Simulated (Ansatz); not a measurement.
Input file for CHF5OSn, SMILES `[F][SnH]([F])[O]C(F)(F)F`:

```yaml
crystal:
  periodic: [false, false, false]
  atoms:
    - {symbol: F, position_ang: [-2.416383, -0.038441, 0.382372]}
    - {symbol: Sn, position_ang: [-1.030826, -0.914939, -0.557579]}
    - {symbol: F, position_ang: [-0.468977, -2.323194, 0.570491]}
    - {symbol: O, position_ang: [0.464087, 0.345792, -0.714895]}
    - {symbol: C, position_ang: [1.066462, 0.927511, 0.318276]}
    - {symbol: F, position_ang: [2.356174, 0.600769, 0.371941]}
    - {symbol: F, position_ang: [0.510355, 0.564050, 1.492923]}
    - {symbol: F, position_ang: [0.989876, 2.253972, 0.235850]}
    - {symbol: H, position_ang: [-1.470756, -1.415520, -2.099379]}
basis:
  gaussian: {orbitals: def2-TZVPP}
correlation: {method: ccsd_t}
```

```sh
$ ansatz run in.yaml --threads 2 --pin off --events-out ev --progress --plain --max-ram 22528MiB --backend cuda --devices 0, --max-vram 18GiB
```

Output of Ansatz, abridged:

```
Functional definition: HF
2006 factors; integrals over basis functions are off by at most 1.0e-3 eV
mean field evaluation 1: about -22420.8430 eV, gradient 6.6e1 eV
mean field evaluation 2: about -22421.1658 eV, gradient 6.7e1 eV
mean field evaluation 4: about -22428.4375 eV, gradient 3.9e0 eV
mean field evaluation 8: about -22428.5149 eV, gradient 4.5e-1 eV
mean field -22428.51564989 eV, -824.2327475394 hartree, gradient 5.2e-6 eV, S^2 0.000000; 0 other end points of the search recorded, 0 dependent functions left out
11 core orbitals not correlated: weight in the atoms' cores, before any rotation towards them, 1.000 or more for the frozen orbitals, at most 0.000 for the correlated occupied ones
reference -22428.51564989 eV, -824.2327475394 hartree; 30, 30 occupied and 240, 240 virtual orbitals, 2006 factors
second order -52.87691590 eV of doubles, -0.00000000 eV of singles
cycle   1  -51.40792898 eV  change     1.5e0 eV  update   1.6e-1
cycle   2  -52.51633574 eV  change    -1.1e0 eV  update   4.8e-2
cycle   3  -52.76221396 eV  change   -2.5e-1 eV  update   2.4e-2
cycle   4  -52.73285769 eV  change    2.9e-2 eV  update   5.8e-3
cycle   5  -52.72130728 eV  change    1.2e-2 eV  update   2.2e-3
cycle   6  -52.72316688 eV  change   -1.9e-3 eV  update   7.4e-4
cycle   7  -52.72336241 eV  change   -2.0e-4 eV  update   2.1e-4
cycle   8  -52.72312215 eV  change    2.4e-4 eV  update   7.8e-5
cycle   9  -52.72309412 eV  change    2.8e-5 eV  update   2.9e-5
perturbative correction -1.67424122 eV, -0.0615272301 hartree
Total energy: -22482.91298523 eV, -826.2318127416 hartree
```

It took 14 s on 2 threads of an AMD EPYC 7R13 on a shared host and a share of an NVIDIA H100 80 GB, with 1.2 GiB of host memory at the peak.

MP2 recovers 97.2 % of the CCSD(T) correlation energy and the triples give 3.1 %; T1 = 0.0137.
